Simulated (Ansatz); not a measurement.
Reaction (cleavage of the Si–B bond): `Cl[SiH2]BBr` + `CN[SiH3]` → `CN([SiH3])[SiH2]Cl` + `BBr`

Calculated with Ansatz (gas phase, PBE0-D4/def2-TZVP geometries, no zero-point term in ΔE). CCSD(T)/CBS adds triple-zeta CCSD(T) − MP2 to the extrapolated MP2 energy (def2 sets, frozen cores). For Br outer-core shells are correlated without core-valence functions, which leaves a few kJ/mol of doubt a bond. Scalar relativity is left out up to krypton. One conformer a species, not always the lowest.

| species | MP2/CBS(def2) energy (Eh) |
| --- | --- |
| `Cl[SiH2]BBr` | -3348.75697 |
| `CN[SiH3]` | -385.98769 |
| `CN([SiH3])[SiH2]Cl` | -1135.49114 |
| `BBr` | -2599.29177 |

Task: Work out ΔE.

Result: ΔE = (-1135.49114) + (-2599.29177) − (-3348.75697) − (-385.98769) = -0.03825 Eh = -100.4 kJ/mol. CCSD(T)/CBS gives -91.5 kJ/mol.

Largest T1 diagnostic among the species: 0.011.

The D4 term adds −9.3 kJ/mol with B3LYP and −5.3 kJ/mol with PBE0; it sums over pairs of atoms, weighted by their polarisabilities, and B3LYP, whose exchange is more repulsive, gets the larger term. From BLYP to BHLYP (50 % exact exchange), in def2-TZVPP and without D4, ΔE moves by −13.6 kJ/mol.

B3LYP here is the variant with VWN-RPA as its local correlation; programs differ in this.
